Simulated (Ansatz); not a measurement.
Cost and result for the atomization energy of CH₈AlBGe (`B[CH2][AlH][GeH3]`) (12 atoms, 11 bonds).

| atom | x (Å) | y (Å) | z (Å) |
| --- | --- | --- | --- |
| B1 | -1.666 | -0.926 | -0.480 |
| C2 | -1.487 | -0.194 | 0.826 |
| Al3 | -0.011 | 1.071 | 0.414 |
| Ge4 | 2.156 | 0.198 | -0.399 |
| H5 | -0.917 | -1.812 | -0.791 |
| H6 | -2.491 | -0.573 | -1.276 |
| H7 | -2.302 | 0.422 | 1.209 |
| H8 | -0.972 | -0.752 | 1.622 |
| H9 | -0.258 | 2.614 | 0.695 |
| H10 | 2.495 | -1.174 | 0.217 |
| H11 | 2.109 | -0.009 | -1.927 |
| H12 | 3.344 | 1.135 | -0.112 |

Charge 0, multiplicity 1. Correlated methods include outer-core shells of Ge, which these sets cover unevenly. Scalar relativity is left out up to krypton. All single points use the PBE0-D4/def2-TZVP geometry. It is one conformer, not always the lowest. Program: Ansatz. All runs use 4 threads of an Arm Neoverse V1 on a shared host. Times are those of one run each, without the atoms' runs, and a repeat can differ threefold. Electronic energies, without spin–orbit coupling; frozen cores. CCSD(T)/CBS adds CCSD(T) − MP2 in def2-TZVPP to the MP2 limit, and its time is that of the two runs behind it. T1 = 0.012. With those shells the extrapolation isn't a true limit. B3LYP takes the VWN-RPA correlation (the form of Gaussian; ORCA's B3LYP/G).

CCSD(T)/CBS is a level of theory with its own doubt, some kJ/mol a heavy atom from the limit and from the frozen cores, so smaller differences don't rank the functionals.

```tsv
level	functions	wall time
PBE-D4/def2-TZVPP (with forces)	264	2.9 s
PBE0-D4/def2-TZVPP	264	3.7 s
r2SCAN-D4/def2-TZVPP (with forces)	264	6 s
B3LYP-D4/def2-TZVPP (with forces)	264	6 s
B2PLYP/def2-TZVPP	264	6.5 s
ωB97X-V/def2-TZVPP	264	9.5 s
ωB97M-V/def2-TZVPP (with forces)	264	14 s
MP2/def2-QZVPP	513	30 s
CCSD(T)/def2-TZVPP	264	3.1 min
CCSD(T)/CBS(def2)	–	3.6 min
```

Task: What atomization energy does each give, and how far from CCSD(T)/CBS? (Estimate.)

Result: Computed: 
```csv
level,atomization (kcal/mol),difference from CCSD(T)/CBS,per bond
PBE-D4/def2-TZVPP (with forces),888.4,-1.0,-0.1
PBE0-D4/def2-TZVPP,885.6,-3.8,-0.3
r2SCAN-D4/def2-TZVPP (with forces),894.7,5.3,0.5
B3LYP-D4/def2-TZVPP (with forces),888.6,-0.8,-0.1
B2PLYP/def2-TZVPP,878.5,-10.9,-1.0
ωB97X-V/def2-TZVPP,893.6,4.2,0.4
ωB97M-V/def2-TZVPP (with forces),889.1,-0.3,0.0
MP2/def2-QZVPP,880.4,-9.0,-0.8
CCSD(T)/def2-TZVPP,872.7,-16.7,-1.5
CCSD(T)/CBS(def2),889.4,0.0,0.0
```

The D4 term adds +8.6 kcal/mol with B3LYP and +4.6 kcal/mol with PBE0; it sums over pairs of atoms, weighted by their polarisabilities, and B3LYP, whose exchange is more repulsive, gets the larger term. In def2-TZVPP, CCSD(T) changes the Hartree–Fock value by +189.0 kcal/mol (the triples alone add +8.6 kcal/mol) and MP2 by +187.0 kcal/mol; breaking electron pairs costs correlation energy, which Hartree–Fock lacks. From PBE to PBE0 (25 % exact exchange), in def2-TZVPP and without D4, the atomization energy moves by −2.0 kcal/mol: exact exchange takes away binding that semilocal exchange gives to molecules.
